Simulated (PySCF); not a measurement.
# Germanium: a sound run and one with changed settings

Sound run: Ge²⁺ [Ar] 3d10 4s2, Ge³⁺ [Ar] 3d10 4s1. All numbers are calculated (PySCF 2.14, a scalar-relativistic core potential, in cc-pVTZ-PP with ECP10MDF). The sound run starts from symmetry-adapted Hartree-Fock orbitals and uses a fine grid where one is needed.

Changed run: basis STO-3G, all-electron and non-relativistic. This setting is unsound on purpose.

```
species  method  sound run (hartree)  changed run (hartree)  converged
   Ge²⁺     UHF           -292.52030            -2050.96627        yes
   Ge²⁺    BP86           -293.79294            -2052.27975        yes
   Ge²⁺   B3LYP           -293.71190            -2052.11456        yes
   Ge³⁺     UHF           -291.33720            -2049.87028        yes
   Ge³⁺    BP86           -292.52773            -2051.13036        yes
   Ge³⁺   B3LYP           -292.44657            -2050.95732        yes
```

Ionisation energy of Ge²⁺:

| method | sound run (eV) | changed run (eV) |
| --- | --- | --- |
| UHF | 32.194 | 29.823 |
| BP86 | 34.428 | 31.276 |
| B3LYP | 34.431 | 31.490 |

A minimal basis cannot let orbitals breathe on ionisation and holds almost no correlation. The Hamiltonian changed with the basis, so the totals do not compare.

For comparison, NIST gives 34.058 eV between the lowest levels.
